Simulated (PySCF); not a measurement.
Dipole polarisabilities along the 5p block, charge +2

Calculated with PySCF 2.14 for the ground configurations, without spin-orbit coupling: coupled response for Hartree-Fock and DFT. Mean α in bohr³, C₆ of like pairs in atomic units.

```tsv
species	α UHF	α PBE	α PBE0	C₆ UHF	C₆ PBE	C₆ PBE0
In²⁺ [Kr] 4d10 5s1 (aug-cc-pwCVTZ-PP with ECP28MDF, ECP)	17.51	13.05	13.84	82.20	62.83	65.91
Sn²⁺ [Kr] 4d10 5s2 (aug-cc-pwCVTZ-DK3, spin-free X2C)	17.90	14.85	15.56	103.5	83.67	88.06
Sb²⁺ [Kr] 4d10 5s2 5p1 (aug-cc-pwCVTZ-DK3, spin-free X2C)	16.94	15.60	15.84	108.7	98.30	100.1
Te²⁺ [Kr] 4d10 5s2 5p2 (aug-cc-pwCVTZ-DK3, spin-free X2C)	15.51	14.92	14.96	105.5	100.5	100.9
I²⁺ [Kr] 4d10 5s2 5p3 (aug-cc-pwCVTZ-PP with ECP28MDF, ECP)	14.02	13.77	13.73	98.71	96.68	96.30
Xe²⁺ [Kr] 4d10 5s2 5p4 (aug-cc-pwCVTZ-DK3, spin-free X2C)	12.80	12.87	12.76	92.56	92.87	91.98
```
